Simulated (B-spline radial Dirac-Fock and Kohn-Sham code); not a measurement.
# Elastic and transport cross sections of thallium for electrons

Method: relativistic (Dirac) partial waves in the static field of the Dirac-Fock atom with Furness-McCarthy exchange, without polarisation or absorption potentials. Computed with a radial atomic solver. σ_tr1 and σ_tr2 weight the cross section with 1 − P₁ and 1 − P₂ of cos θ; "backward" is the share scattered beyond 90°.

| energy (eV) | σ (a₀²) | σ_tr1 (a₀²) | σ_tr2 (a₀²) | σ/σ_tr1 | backward (%) |
| --- | --- | --- | --- | --- | --- |
| 555 | 13.9 | 3.49 | 4.23 | 3.97 | 11 |
| 560 | 13.8 | 3.48 | 4.20 | 3.96 | 11 |
| 647 | 12.7 | 3.28 | 3.69 | 3.86 | 11 |
| 663 | ? | ? | ? | ? | ? |
| 699 | 12.2 | 3.16 | 3.42 | 3.85 | 11 |
| 1000 | 10.2 | 2.51 | 2.35 | 4.05 | 11 |
| 1040 | 10.0 | 2.44 | 2.26 | 4.10 | 11 |
| 1170 | 9.46 | 2.21 | 2.00 | 4.28 | 10 |
| 1250 | 9.18 | 2.09 | 1.87 | 4.39 | 10 |
| 1330 | 8.92 | 1.98 | 1.76 | 4.51 | 9.8 |
| 1470 | 8.51 | 1.80 | 1.60 | 4.73 | 9.4 |
| 1500 | 8.43 | 1.76 | 1.57 | 4.78 | 9.3 |
| 1800 | 7.73 | 1.47 | 1.33 | 5.26 | 8.4 |
| 1860 | 7.61 | 1.42 | 1.29 | 5.36 | 8.2 |
| 2000 | 7.35 | 1.31 | 1.21 | 5.60 | 7.8 |
| 2190 | 7.03 | 1.19 | 1.13 | 5.92 | 7.3 |
| 2320 | 6.83 | 1.11 | 1.07 | 6.14 | 7.0 |
| 2920 | 6.09 | 0.852 | 0.885 | 7.15 | 5.6 |
| 3000 | 6.01 | 0.825 | 0.865 | 7.29 | 5.5 |

Task: Fill in the row for 663 eV.

Result: σ = 12.5 a₀², σ_tr1 = 3.25 a₀², σ_tr2 = 3.61 a₀², σ/σ_tr1 = 3.86, backward 11 %. The ratio σ/σ_tr1 is roughly the number of elastic collisions that randomise the direction.
